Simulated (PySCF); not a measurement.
Bonding in `Cc1oc(C(C)(C)C)cp1`

C8H13OP.
SMILES with atom numbers: `[CH3:1][c:2]1[o:3][c:4]([C:5]([CH3:6])([CH3:7])[CH3:8])[cH:9][p:10]1` (hydrogens: H11, H12, H13 on C1; H14, H15, H16 on C6; H17, H18, H19 on C7; H20, H21, H22 on C8; H23 on C9)

Geometry (GFN2-xTB, Å), atoms numbered from 1 in this order:
```
atom  x, y, z in Å
C1     3.670    0.234    0.275
C2     2.347    0.610   -0.298
O3     1.278   -0.030    0.205
C4     0.132    0.372   -0.361
C5    -1.153   -0.265    0.109
C6    -0.856   -1.329    1.168
C7    -1.856   -0.918   -1.087
C8    -2.055    0.821    0.708
C9     0.290    1.333   -1.310
P10    1.989    1.764   -1.517
H11    4.466    0.687   -0.311
H12    3.789   -0.849    0.271
H13    3.754    0.577    1.307
H14   -0.208   -2.102    0.763
H15   -0.364   -0.887    2.031
H16   -1.784   -1.791    1.498
H17   -2.782   -1.388   -0.763
H18   -1.220   -1.677   -1.536
H19   -2.093   -0.176   -1.846
H20   -2.987    0.382    1.056
H21   -2.285    1.580   -0.035
H22   -1.563    1.303    1.550
H23   -0.514    1.775   -1.867
```

Bond orders from the PBE0/pcSseg-1 density (PySCF). Isolated species at its GFN2-xTB geometry, gas phase.

Problem. How far do the computed orders between heavy atoms stray from the drawn ones?

Solution. The largest departure is 0.444, at O3–C4 (drawn aromatic, 1.056) and C2–O3 (drawn aromatic, 1.059), counting aromatic bonds as 1.5. The bonds drawn aromatic range from 1.06 to 1.57.

Problem. Give the Mayer order of every bond between heavy atoms, beside its length.

Solution. 
```csv
bond,drawn as,length (Å),Mayer order
C1–C2,single,1.490,1.071
C2–O3,aromatic,1.344,1.059
O3–C4,aromatic,1.340,1.056
C4–C5,single,1.509,0.881
C5–C6,single,1.530,1.049
C5–C7,single,1.534,1.023
C5–C8,single,1.534,1.021
C4–C9,aromatic,1.360,1.571
C9–P10,aromatic,1.765,1.142
P10–C2,aromatic,1.716,1.520
```

Bonds between the same two heavy elements. C–C: lowest C4–C5 (0.881, 1.509 Å), highest C4–C9 (1.571, 1.360 Å); in 3 of the 15 pairs the longer bond (by over 0.003 Å) has the higher order (by 0.02 or more). C–O: all 2 within 0.02 of one another (1.056 to 1.059). C–P: lowest C9–P10 (1.142, 1.765 Å), highest P10–C2 (1.520, 1.716 Å).

Problem. And the bonds to hydrogen?

Solution. C–H: 0.94 to 0.96 (13 bonds).

Problem. Sum the orders of all bonds at each heavy atom with more than one neighbour and set the sums beside the valence in the SMILES.

Solution. C1 3.911 (drawn 4), C2 3.650 (drawn 4), O3 2.115 (drawn 2), C4 3.508 (drawn 4), C5 3.974 (drawn 4), C6 3.925 (drawn 4), C7 3.908 (drawn 4), C8 3.906 (drawn 4), C9 3.678 (drawn 4), P10 2.662 (drawn 3). Orders between atoms that aren't bonded are not in these sums.

The Mayer order sums products of elements of PS (density times overlap matrix) between the two atoms' basis functions, so it depends on the basis set.
